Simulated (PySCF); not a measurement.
Excitations are Tamm–Dancoff values on a coarser integration grid. The basis has no diffuse functions, so Rydberg states are missing or too high.

Cartesian coordinates (Å):
```xyz
10

Al     0.0094    -0.0904     0.0045
Cl     1.5428     0.4021    -1.3645
Cl    -1.9759     0.0687    -0.7036
Cl     0.3378     0.4443     2.0230
C      0.4829    -4.6394     0.2294
C      0.3337    -3.2058     0.1585
N      0.2147    -2.0633     0.1020
H      0.1532    -4.9951     1.2162
H      1.5386    -4.9071     0.0785
H     -0.1291    -5.1119    -0.5524
```
Charge 0, spin multiplicity 1.

Q: Give the dipole moment, charge on the central atom (Mulliken) and T1 excitation (TDA) at the level PBE-D3(BJ)/def2-TZVP // PBE0-D3(BJ)/def2-SVP (PySCF).

A: 
dipole moment: 9.61 D
charge on the central atom (Mulliken): 0.37 e
T1 excitation (TDA): 4.22 eV
